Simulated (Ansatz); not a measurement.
Ansatz results at the PBE0-D4/def2-TZVP geometry: LUMO energy (B3LYP/def2-TZVPP) -2.39 eV; LUMO energy (ωB97M-V/def2-TZVPP) 0.26 eV; size of the dipole moment (B3LYP/def2-TZVPP) 1.33 D.

Q: Which molecule gave them?
A. `[Se]=C1C[SiH2]C1`
B. `O[CH2][GaH2]`
C. `O=C=CF`
D. `CC1=[C]([AlH2])C1`

A: C. The others give `CC1=[C]([AlH2])C1`: -1.92, -0.04, 1.57; `[Se]=C1C[SiH2]C1`: -2.30, -0.15, 3.34; `O[CH2][GaH2]`: -1.77, 0.24, 1.96.

B3LYP here is the variant with VWN-RPA as its local correlation; programs differ in this.
